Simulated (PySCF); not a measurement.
Vertical excitations of a molecule CH7F2NSi2 from TDA-PBE/def2-SVPD in PySCF 2.14.0, as energy in eV (oscillator strength): 5.92 (0.014), 6.44 (0.023), 6.78 (0.010), 6.92 (0.017), 6.99 (0.021), 7.27 (0.033), 7.44 (0.006), 7.53 (0.002), 7.60 (0.007), 7.65 (0.010). Lowest triplet (TDA): 5.83 eV. Coordinates come from a PBE0-D3(BJ)/def2-SVP optimisation. Other conformers were not sampled.

### Question
Identify the compound among the candidates.
A. C[Si](F)(F)N[SiH3]
B. NC[SiH2][SiH](F)F
C. NC([SiH2]F)[SiH2]F
D. N[Si@H](F)C[SiH2]F

### Answer
D, N[Si@H](F)C[SiH2]F
